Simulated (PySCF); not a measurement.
Hg2: frontier orbitals

PBE0 at R = 3.744 Å; basis Hg cc-pVDZ-PP with ECP60; scalar-relativistic core potentials; PySCF 2.14. State: ¹Σg⁺ (singlet), closed shell. Only the outer orbitals are listed.

| orbital | occ. | ε (eV) | main shells (%) |
| --- | --- | --- | --- |
| σg | 2 | -8.09 | 99 s |
| σu | 2 | -7.16 | 100 s |
| σg | 0 | -1.00 | 99 p |
| πu | 0 | -0.88 | 100 p |
| πu | 0 | -0.88 | 100 p |

**Question.** Which are the highest filled and the lowest empty level, where do they sit, and how wide is the gap?

**Answer.** Highest filled σu at -7.16 eV (in %: 100 s); lowest empty σg at -1.00 eV (in %: 99 p); the gap at PBE0 is 6.16 eV.

The bond order (Mayer) is 0.01, the ⟨S²⟩ is 0.000 and the polarisability along the bond is 96.7 bohr³. The polarisability across the bond is 67.1 bohr³.

Closed-shell solutions of metal pairs were not tested for spin polarisation, which can lower them a little. Spin–orbit coupling is left out.
